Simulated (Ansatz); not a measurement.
TiO4H4, relaxed as a singlet with RKS PBE-D4/def2-SVP in Ansatz, starting from the GFN1-xTB geometry. Force threshold 0.02 eV/Å.

The structure holds one bond between oxygen atoms, so isomers without such links may lie far lower. The structure comes from a short search, and lower isomers may exist.

Start:

```xyz
9

Ti   -0.085   -0.399    0.128
O    -1.653    0.865    0.253
O     0.859   -1.378   -0.883
O    -1.267    0.307   -0.971
O     0.922    0.872    0.743
H    -1.296    1.773    0.201
H    -0.622   -1.362    1.289
H     1.830    1.163    0.825
H     1.312   -1.840   -1.585
```

```
step  energy (eV)  largest force component (eV/Å)  SCF passes
   1  -31345.9452                           2.738          29
   2  -31346.4565                           1.111          33
   3  -31346.5596                           0.335          33
   4  -31346.5695                           0.202          34
   5  -31346.5784                           0.121          34
   6  -31346.5823                           0.104          35
   7  -31346.5847                           0.182          33
   8  -31346.5867                           0.034          34
   9  -31346.5869                           0.040          35
  10  -31346.5870                           0.011          37
```

Force components are those of the run's own axes.

End:

Cartesian coordinates in Å:
```
Ti 0.019 -0.317 0.047
O -1.822 0.855 0.242
O 0.990 -1.411 -0.935
O -1.285 0.446 -1.059
O 0.974 1.007 0.812
H -1.507 1.788 0.309
H -0.560 -1.363 1.277
H 1.941 1.094 0.875
H 1.250 -2.098 -1.568
```

By distances, no bond broke or formed. The bond that changes most is Ti1–O2, from 2.02 to 2.19 Å (atoms count from 1).

No frequencies were taken in this run, so the end may be a saddle point.

It took 25 s on 2 threads of Arm Neoverse V1 on a shared host.
